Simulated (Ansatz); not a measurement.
C2H4BN can be A, `BC1C=N1`, or B, `CB1C=N1`.

Gas-phase electronic energies from Ansatz, PBE0-D4/def2-TZVP geometries. CBS: MP2 limit from def2 TZ/QZ plus the TZ coupled-cluster correction, frozen cores. Functionals use def2-TZVPP. B3LYP here is the variant with VWN-RPA as its local correlation; programs differ in this.

A:

Z-matrix (Å, degrees):
```
C
C 1 1.480
N 1 1.594 2 46.9
B 1 1.521 2 120.1 3 -102.0
H 1 1.088 2 114.7 3 98.0
H 2 1.082 1 146.9 3 -177.9
H 4 1.197 1 120.4 2 -146.4
H 4 1.196 1 119.5 2 32.2
```

B:

```xyz
8

C     0.022   -1.208   -0.248
B    -0.066    0.316   -0.019
C     0.199    1.646    0.483
N    -0.801    1.508   -0.339
H     1.035   -1.596   -0.132
H    -0.368   -1.499   -1.225
H    -0.599   -1.706    0.506
H     0.577    2.539    0.974
```

Question: Which is lower in electronic energy at CCSD(T)/CBS, and by how much? (Best estimate.)

Answer: Computed: B, by 44.2 kcal/mol.

Question: Give E(B) − E(A) in kcal/mol with MP2/def2-TZVPP, BLYP-D4, CCSD/def2-TZVPP, B3LYP-D4, ωB97M-V, CCSD(T)/def2-SVP, B2PLYP. (An estimate is asked.)

Answer: Ansatz gave: MP2/def2-TZVPP -43.7, BLYP-D4 -41.6, CCSD/def2-TZVPP -44.9, B3LYP-D4 -44.5, ωB97M-V -46.7, CCSD(T)/def2-SVP -44.7, B2PLYP -44.5. None reverses the order clearly.

Question: Does the order hold for the free energy at 298.15 K (harmonic terms from PBE0-D4)? (Best estimate.)

Answer: Ansatz gave: Yes: G(B) − G(A) = -43.0 kcal/mol. Modes under 60 cm⁻¹, often nearly free rotors, make the harmonic entropy too high.

Largest T1 diagnostic: 0.013.

From r2SCAN to r2SCAN0 (25 % exact exchange), in def2-TZVPP and without D4, E(B) − E(A) moves by −2.4 kcal/mol. In def2-TZVPP, CCSD(T) changes the Hartree–Fock value by +5.7 kcal/mol (the triples alone add +1.2 kcal/mol) and MP2 by +5.6 kcal/mol.
